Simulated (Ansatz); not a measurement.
Gas-phase electronic energies from Ansatz, PBE0-D4/def2-TZVP geometries. CCSD(T)/CBS is the MP2 limit (def2-TZVPP, def2-QZVPP) plus CCSD(T) − MP2 in def2-TZVPP, frozen cores. This one scheme is used for every species. DFT in def2-TZVPP. B3LYP here is the variant with VWN-RPA as its local correlation; programs differ in this. For As outer-core shells are correlated without core-valence functions, which leaves a few kJ/mol of doubt a bond. Scalar relativity is left out up to krypton.

`[SiH3]C[AsH2]` + SiH₄ → `[SiH3][AsH2]` + `C[SiH3]`  (formal exchange of groups at the As–C bond)

| level | ΔE (kJ/mol) | difference from CCSD(T)/CBS |
| --- | --- | --- |
| LDA (SPW92) | -64.1 | -6.8 |
| BLYP-D4 | -57.3 | 0.0 |
| r2SCAN-D4 | -64.6 | -7.3 |
| B97M-V | -62.1 | -4.8 |
| BHLYP-D4 | -58.4 | -1.1 |
| CAM-B3LYP-D4 | -58.1 | -0.8 |
| ωB97M-V | -58.3 | -1.0 |
| PBE-QIDH | -61.0 | -3.7 |
| BLYP | -63.7 | -6.4 |
| B3LYP | -63.7 | -6.4 |
| LC-ωPBE | -63.6 | -6.3 |
| CCSD(T)/def2-SVP | -54.7 | 2.6 |
| HF/def2-TZVPP | -58.6 | -1.3 |
| CCSD/def2-TZVPP | -54.3 | 3.0 |
| MP2/CBS(def2) | -56.4 | 0.9 |
| CCSD/CBS(def2) | -58.3 | -1.0 |
| CCSD(T)/CBS | -57.3 | 0 |

Largest T1 diagnostic among the species: 0.011.

Leaving LDA and LC-ωPBE aside and taking each functional with its dispersion term where it has one, the values, not all of them listed here, spread over 7.7 kJ/mol, from r2SCAN0-D4 to BLYP-D4. LDA lies +3.1 kJ/mol from PBE without D4. The D4 term adds +4.8 kJ/mol with B3LYP and +2.6 kJ/mol with PBE0; it sums over pairs of atoms, weighted by their polarisabilities, and B3LYP, whose exchange is more repulsive, gets the larger term. In def2-TZVPP, CCSD(T) changes the Hartree–Fock value by +5.3 kJ/mol (the triples alone add +1.0 kJ/mol) and MP2 by +6.3 kJ/mol.
